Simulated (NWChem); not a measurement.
System: C$_{3}$H$_{5}$FSi; SMILES FC=C=C[SiH3]

Program: NWChem. Pople sets run with spherical d functions. All runs use the structure optimised with B3LYP/6-31G* (spherical d). Level: B3LYP/6-31G* with SMD (1 M gas to 1 M solution), gas-phase geometry. Reactions with the solvent are ignored.

For solvent toluene:

```yaml
solvation free energy (kcal/mol): -1.6
cavity-dispersion-structure term (kcal/mol): -0.2
dipole in solution (D): 1.66
```

**Question.** Estimate the same quantities for solvent water.

**Answer.** 
- solvation free energy (kcal/mol) = 2.2
- cavity-dispersion-structure term (kcal/mol) = 4.9
- dipole in solution (D) = 1.87
